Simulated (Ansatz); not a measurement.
TiBr2Cl2 was relaxed with PBE-D4 (def2-SVP, def2-SVPD) in Ansatz in these states: charge +1 doublet, charge -1 doublet, neutral singlet. The geometries follow in no particular order.

A:

```xyz
5

Ti    0.063    0.009   -0.013
Br   -1.276   -1.908   -0.746
Br   -1.333    1.538    1.298
Cl    0.800    1.217   -1.807
Cl    1.746   -0.856    1.268
```

B:

```xyz
5

Ti   -0.037    0.007   -0.015
Br    1.953    0.297   -1.186
Br    0.448   -0.731    2.139
Cl   -1.265   -1.470   -1.027
Cl   -1.100    1.897    0.089
```

C:

Cartesian coordinates in Å:
```
Ti 0.116 0.211 0.082
Br 0.249 -2.164 0.411
Br -1.656 -0.409 -1.415
Cl 1.815 1.062 -0.873
Cl -0.523 1.299 1.795
```

Judge from the bond lengths which geometry belongs to which state (an estimate).

A is the charge -1 doublet (Ti1–Cl5 2.285 Å, Ti1–Cl4 2.285 Å, Ti1–Br2 2.450 Å); B is the neutral singlet (Ti1–Cl5 2.171 Å, Ti1–Cl4 2.171 Å, Ti1–Br2 2.328 Å); C is the charge +1 doublet (Ti1–Cl5 2.127 Å, Ti1–Cl4 2.127 Å, Ti1–Br2 2.401 Å).
